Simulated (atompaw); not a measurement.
An all-electron radial function and its pseudo partner (rhenium (Re))

Columns: radius, all-electron u(r) and pseudo u(r) of the 6s shell (level -6.15 eV) of rhenium in the configuration [Kr] 4d10 4f14 5s2 5p6 5d5 6s2 6p0; LDA (PW92), scalar-relativistic, PAW (atompaw) scheme, atompaw 4.2.0.5.

| r (bohr) | all-electron | pseudo |
| --- | --- | --- |
| 0.075 | 0.0388 | -0.0526 |
| 0.150 | -0.1338 | -0.1033 |
| 0.225 | 0.0108 | -0.1503 |
| 0.300 | 0.1657 | -0.1919 |
| 0.375 | 0.1842 | -0.2266 |
| 0.450 | 0.0961 | -0.2531 |
| 0.525 | -0.0328 | -0.2703 |
| 0.600 | -0.1542 | -0.2776 |
| 0.675 | -0.2440 | -0.2745 |
| 0.750 | -0.2946 | -0.2609 |
| 0.825 | -0.3076 | -0.2370 |
| 0.900 | -0.2893 | -0.2036 |
| 0.975 | -0.2469 | -0.1615 |
| 1.050 | -0.1875 | -0.1117 |
| 1.125 | -0.1175 | -0.0558 |
| 1.200 | -0.0417 | 0.0048 |
| 1.275 | 0.0358 | 0.0683 |
| 1.350 | 0.1121 | 0.1332 |
| 1.425 | 0.1852 | 0.1977 |
| 1.500 | 0.2538 | 0.2603 |
| 1.575 | 0.3168 | 0.3198 |
| 1.650 | 0.3739 | 0.3750 |
| 1.725 | 0.4249 | 0.4252 |
| 1.800 | 0.4697 | 0.4698 |
| 1.875 | 0.5087 | 0.5087 |
| 1.950 | 0.5419 | 0.5419 |

Q: How many radial nodes do the two functions have?

A: The all-electron 6s function has n − l − 1 = 5 (the table is too coarse to show those close to the nucleus); the pseudo-wave has 1, since 1 lower shell of the same l stays in the valence.

Q: Is the pseudo-wave norm-conserving?

A: No, it belongs to a PAW set: the norm inside the radius is not constrained, and the difference is carried by the augmentation charge.
